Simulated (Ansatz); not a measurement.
Compare A (`C[Si](F)(F)C=O`) with its isomer B (`O=C([SiH3])C(F)F`).

Gas-phase electronic energies from Ansatz, PBE0-D4/def2-TZVP geometries. CBS: MP2 limit from def2 TZ/QZ plus the TZ coupled-cluster correction, frozen cores. Functionals use def2-TZVPP. B3LYP here is the variant with VWN-RPA as its local correlation; programs differ in this. One conformer a species, not always the lowest.

Q: Which isomer does CCSD(T)/CBS put lower? Give the gap. (Estimate.)

A: Ansatz gave: A, by 110.0 kcal/mol.

Q: Give E(B) − E(A) in kcal/mol with PBE-D4, B3LYP-D4, HF/def2-TZVPP, PBE0-D4, B3LYP, ωB97M-V, B2PLYP. (Estimate.)

A: Computed: PBE-D4 100.5, B3LYP-D4 105.8, HF/def2-TZVPP 107.8, PBE0-D4 103.8, B3LYP 105.5, ωB97M-V 106.8, B2PLYP 108.2. None reverses the order clearly.

Largest T1 diagnostic: 0.014.

From PBE to PBE0 (25 % exact exchange), in def2-TZVPP and without D4, E(B) − E(A) moves by +3.4 kcal/mol.
